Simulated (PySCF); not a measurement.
# What each rung costs, and what it gives

Saddle point of AlAsH₆, closed shell (AlH₃ + AsH₃ → AlAsH₄ ([AlH2][AsH2]) + H₂; bonds formed: Al1–As6, H2–H5; bonds broken: Al1–H2, H5–As6), PBE0-D4/def2-TZVP structure:

```
8
angstrom
Al -0.2883 -0.9132 -0.3893
H 1.1786 -0.6856 -1.2114
H -1.4703 -0.7357 -1.4148
H -0.0943 -1.8881 0.8305
H 0.9604 0.2612 -0.6455
As 0.3022 1.6275 0.4541
H -1.1976 1.3964 0.6020
H 0.6095 0.9373 1.7743
```

Barriers are electronic and count from the start structure reached by relaxing down the imaginary mode.

PySCF 2.14 with density fitting (its default auxiliary sets; JK sets also for MP2 and CCSD(T)); basis: as named in each row; cores frozen in the correlated methods. Filled d shells of the heavier atoms are correlated. The def2 sets are not built for correlating such inner shells, so the correlated values are less sure here. B3LYP uses VWN-RPA correlation. Extrapolation: Hartree–Fock as exp(−7.88 √X), correlation as X^−2.97.

Times are rough, for one single point on 4 threads of a shared host (Intel Xeon Platinum 8175M).

The estimate by CCSD(T) at an estimated basis limit (MP2 extrapolated from triple and quadruple zeta, plus CCSD(T) − MP2 in triple zeta) is 76.7 kJ/mol.

```tsv
method	basis	time (s)	barrier (kJ/mol)	method less estimate
HF	STO-3G	1	222.9	146.3
B3LYP-D4	6-31G	4	94.6	18.0
PBE0-D4	def2-SVP	5	60.5	-16.1
PBE-D4	def2-SVP	5	47.7	-29.0
MP2	def2-QZVPP	5	74.1	-2.5
SPW92	def2-TZVPP	9	30.4	-46.3
B3LYP-D4	def2-TZVPP	11	72.6	-4.1
BLYP-D4	def2-TZVPP	12	64.2	-12.5
PBE0-D4	def2-TZVPP	12	59.6	-17.0
PBE-D4	def2-TZVPP	13	47.5	-29.1
BHLYP-D4	def2-TZVPP	13	89.2	12.6
CAM-B3LYP-D4	def2-TZVPP	13	81.7	5.0
r2SCAN-D4	def2-TZVPP	21	53.5	-23.2
CCSD(T)	def2-SVP	32	92.5	15.8
CCSD(T)	def2-TZVPP	170	82.9	6.3
wB97M-V	def2-TZVPP	260	81.6	4.9
```

All methods are single points on the PBE0-D4 structures.

No T1 diagnostic of these runs exceeds 0.012.

Labels in which every atom is bracketed show which atoms are joined, not bond orders.
